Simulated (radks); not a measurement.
Values are calculated unless marked as measured or tabulated.
Te8+, 44 electrons, occupied as [Kr] 4d8. Level of theory: scalar-relativistic Kohn-Sham, PBE, spin-polarised, spherical densities, finite nucleus; open shells are filled with parallel spins first (spin-orbit coupling, left out, can overturn this in heavy ions); Fermi nuclear charge, rms radius 4.7423 fm (a radial shooting solver on a logarithmic mesh with Libxc functionals).

Normalised radial functions P(r) = r R(r), r in bohr:

| r | 3d down | 4p down | 5s up |
|---|---|---|---|
| 0.001267 | 0.0000 | 0.0018 | 0.0371 |
| 0.001452 | 0.0000 | 0.0023 | 0.0416 |
| 0.001663 | 0.0000 | 0.0029 | 0.0466 |
| 0.001905 | 0.0000 | 0.0037 | 0.0522 |
| 0.002183 | 0.0001 | 0.0047 | 0.0582 |
| 0.002501 | 0.0001 | 0.0060 | 0.0649 |
| 0.002865 | 0.0001 | 0.0076 | 0.0720 |
| 0.003283 | 0.0002 | 0.0096 | 0.0797 |
| 0.003761 | 0.0003 | 0.0122 | 0.0880 |
| 0.004309 | 0.0004 | 0.0155 | 0.0966 |
| 0.004936 | 0.0006 | 0.0196 | 0.1055 |
| 0.005656 | 0.0009 | 0.0248 | 0.1146 |
| 0.006479 | 0.0012 | 0.0313 | 0.1236 |
| 0.007423 | 0.0018 | 0.0394 | 0.1322 |
| 0.008505 | 0.0026 | 0.0496 | 0.1399 |
| 0.009744 | 0.0039 | 0.0621 | 0.1463 |
| 0.01116 | 0.0056 | 0.0774 | 0.1508 |
| 0.01279 | 0.0081 | 0.0960 | 0.1525 |
| 0.01465 | 0.0117 | 0.1185 | 0.1506 |
| 0.01679 | 0.0168 | 0.1452 | 0.1442 |
| 0.01923 | 0.0241 | 0.1765 | 0.1323 |
| 0.02204 | 0.0343 | 0.2124 | 0.1139 |
| 0.02525 | 0.0486 | 0.2528 | 0.0882 |
| 0.02892 | 0.0683 | 0.2969 | 0.0550 |
| 0.03314 | 0.0953 | 0.3432 | 0.0143 |
| 0.03796 | 0.1319 | 0.3893 | -0.0329 |
| 0.04349 | 0.1806 | 0.4314 | -0.0844 |
| 0.04983 | 0.2445 | 0.4649 | -0.1370 |
| 0.05709 | 0.3268 | 0.4833 | -0.1857 |
| 0.06541 | 0.4305 | 0.4797 | -0.2244 |
| 0.07434 | 0.5498 | 0.4493 | -0.2453 |
| 0.08517 | 0.7002 | 0.3820 | -0.2442 |
| 0.09758 | 0.8739 | 0.2743 | -0.2135 |
| 0.1118 | 1.0661 | 0.1261 | -0.1501 |
| 0.1281 | 1.2683 | -0.0561 | -0.0561 |
| 0.1467 | 1.4671 | -0.2578 | 0.0600 |
| 0.1681 | 1.6458 | -0.4559 | 0.1825 |
| 0.1926 | 1.7845 | -0.6200 | 0.2897 |
| 0.2207 | 1.8637 | -0.7165 | 0.3564 |
| 0.2528 | 1.8672 | -0.7148 | 0.3602 |
| 0.2896 | 1.7869 | -0.5950 | 0.2873 |
| 0.3318 | 1.6259 | -0.3561 | 0.1395 |
| 0.3802 | 1.3991 | -0.0201 | -0.0620 |
| 0.4356 | 1.1317 | 0.3683 | -0.2777 |
| 0.499 | 0.8549 | 0.7491 | -0.4562 |
| 0.5717 | 0.5990 | 1.0600 | -0.5465 |
| 0.655 | 0.3860 | 1.2504 | -0.5114 |
| 0.7504 | 0.2263 | 1.2952 | -0.3413 |
| 0.8597 | 0.1194 | 1.2024 | -0.0607 |
| 0.985 | 0.0560 | 1.0085 | 0.2760 |
| 1.128 | 0.0230 | 0.7655 | 0.5983 |
| 1.293 | 0.0081 | 0.5241 | 0.8386 |
| 1.481 | 0.0024 | 0.3217 | 0.9513 |
| 1.697 | 0.0006 | 0.1752 | 0.9256 |
| 1.944 | 0.0001 | 0.0834 | 0.7853 |
| 2.228 | 0.0000 | 0.0340 | 0.5807 |
| 2.552 | 0.0000 | 0.0117 | 0.3715 |
| 2.924 | 0.0000 | 0.0033 | 0.2036 |
| 3.35 | 0.0000 | 0.0007 | 0.0943 |
| 3.838 | 0.0000 | 0.0001 | 0.0362 |
| 4.397 | 0.0000 | 0.0000 | 0.0113 |
| 5.037 | 0.0000 | 0.0000 | 0.0028 |

3d down: eigenvalue -686.35 eV, 0 radial nodes, <r> = 0.296 bohr, 90 % of the charge inside 0.465 bohr. 4p down: eigenvalue -232.94 eV, 2 radial nodes at r = 0.123, 0.383 bohr, <r> = 0.801 bohr, 90 % of the charge inside 1.16 bohr. 5s up (empty): eigenvalue -109.53 eV, 4 radial nodes at r = 0.0346, 0.137, 0.365, 0.882 bohr, <r> = 1.62 bohr, 90 % of the charge inside 2.27 bohr.
